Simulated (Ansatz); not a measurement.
Reaction (formal exchange of groups at the Si–C bond): `N=C[SiH2]CBr` + `FI` → `N=C[SiH2]F` + `BrCI`

Calculated with Ansatz (gas phase, PBE0-D4/def2-TZVP geometries, no zero-point term in ΔE). CBS: MP2 limit from def2 TZ/QZ plus the TZ coupled-cluster correction, frozen cores. Functionals use def2-TZVPP. def2 core potentials past Kr. For Br, I outer-core shells are correlated without core-valence functions, which leaves a few kJ/mol of doubt a bond. Scalar relativity is left out up to krypton. One conformer a species, not always the lowest.

```csv
level,ΔE (kJ/mol)
ωB97X-V,-224.0
SCS-MP2/def2-QZVPP,-246.7
```

Q: What does CCSD(T)/CBS give? (Estimate.)

A: The calculation gave: -236.7 kJ/mol. The listed levels differ from it by 12.7, -10.0 kJ/mol.

Largest T1 diagnostic among the species: 0.012.

The D4 term adds +4.9 kJ/mol with B3LYP and +3.2 kJ/mol with PBE0; it sums over pairs of atoms, weighted by their polarisabilities, and B3LYP, whose exchange is more repulsive, gets the larger term. From PBE to PBE0 (25 % exact exchange), in def2-TZVPP and without D4, ΔE moves by −11.2 kJ/mol.

B3LYP here is the variant with VWN-RPA as its local correlation; programs differ in this.
